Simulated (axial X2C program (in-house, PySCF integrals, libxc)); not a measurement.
Outer orbitals of RbN at 2.651 Å, PBE0 in the non-relativistic limit (speed of light times 100)

Computed with an in-house relativistic program for diatomic molecules. The Hamiltonian is the X2C one with the speed of light multiplied by 100, which is the non-relativistic limit. Basis: Rb dyall-v3z [12s11p7d2f], N dyall-v3z [6s6p2d1f] (cores contracted in-house); Gaussian nuclei, density fitting, unrestricted open shells. Masses: Rb 84.912 u, N 14.003 u.

The distance is close to the non-rel. PBE0 minimum; the highest filled and lowest empty levels are listed.

Outer orbitals of the state M_S = 1, Λ = 0 (beyond evenly filled blocks: π+α, π-α) with Löwdin shares:

```csv
symmetry,occupied,ε (eV),atomic character
σβ,yes,-33.26,99% Rb s
σα,yes,-33.26,99% Rb s
σα,yes,-18.37,"64% N s, 31% Rb p, 3% Rb d"
π-β,yes,-17.42,100% Rb p
π+β,yes,-17.42,100% Rb p
π+α,yes,-17.42,100% Rb p
π-α,yes,-17.42,100% Rb p
σβ,yes,-17.35,"95% Rb p, 4% N s"
σα,yes,-16.73,"71% Rb p, 26% N s"
σβ,yes,-13.76,"84% N s, 8% Rb p, 5% Rb d"
π-α,yes,-5.94,"96% N p, 3% Rb d"
π+α,yes,-5.94,"96% N p, 3% Rb d"
σα,yes,-4.63,"90% N p, 4% Rb d, 3% Rb s"
σβ,yes,-3.11,"79% N p, 13% Rb s, 4% Rb d"
σβ,no,-1.24,"69% Rb s, 19% Rb p, 10% N p"
σα,no,-1.06,"83% Rb s, 14% Rb p"
π+β,no,-0.22,"89% Rb p, 10% N p"
π-β,no,-0.22,"89% Rb p, 10% N p"
```

Charges and populations: Rb 0.65 e (s 8.18 p 18.04 d 10.13 f 0.01), N -0.65 e (s 3.97 p 3.68).

Occupations by symmetry block were frozen at the best pattern of an incomplete PBE0 search. Other states lie close and PBE0, whose exact exchange favours high spin, may order them wrongly; the determinant shown need not be the ground state. The nearest other spin-free determinant of the search, M_S = 1, Λ = 1, lies 0.26 eV up at the distance of the search. The determinant is spin-polarised beyond a pure state at some levels (its spin-free form has ⟨S²⟩ too high), which makes Re and μ there less reliable.
